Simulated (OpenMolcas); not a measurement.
## 3s2 3p along the 13-electron sequence

```json
{
  "Program": "OpenMolcas 26.06",
  "Method": "CASSCF",
  "Basis": "ANO-RCC-VQZP",
  "Scalar Hamiltonian": "DKH2, point nucleus",
  "Spin-orbit coupling": "state interaction with AMFI integrals over the reference wave functions, term energies averaged over their components"
}
```

Active space for each ion: 3 electrons in 4 orbitals (3s 3p).

Computed levels in cm-1 above 2P* 1/2:

```tsv
Level	P2+	S3+	Cl4+	Ar5+
2P* 3/2	483	836	1330	2001
weight of 2P* in the lowest level (%)	100	100	100	100
```

Measured, with the error of the calculation in %. Measured levels: P2+ from Martin, Zalubas and Musgrove, J. Phys. Chem. Ref. Data 14, 751 (1985); S3+ from NIST levels in Podobedova, Kelleher and Wiese, J. Phys. Chem. Ref. Data 38, 171 (2009); Ar5+ from Saloman, J. Phys. Chem. Ref. Data 39, 033101 (2010).

```tsv
Level	P2+	S3+	Ar5+
2P* 3/2	559 (-13.6)	951 (-12.1)	2208 (-9.3)
```

The fine-structure level 2P* 3/2 changes by a factor of 4.14 from P2+ to Ar5+. Its fourth root runs 4.69, 5.38, 6.04, 6.69, with steps per unit of Z of 0.69, 0.66, 0.65; equal steps would mean a (Z - σ)^4 law with constant σ.

Measured partners are found by configuration, term and J. A level has none where our copy of the source lacks it or the pairing is in doubt (some pairs that miss far off the trend of their configuration count as doubtful), and it then counts in no deviation. Only configurations of the active space appear.

* marks odd parity.
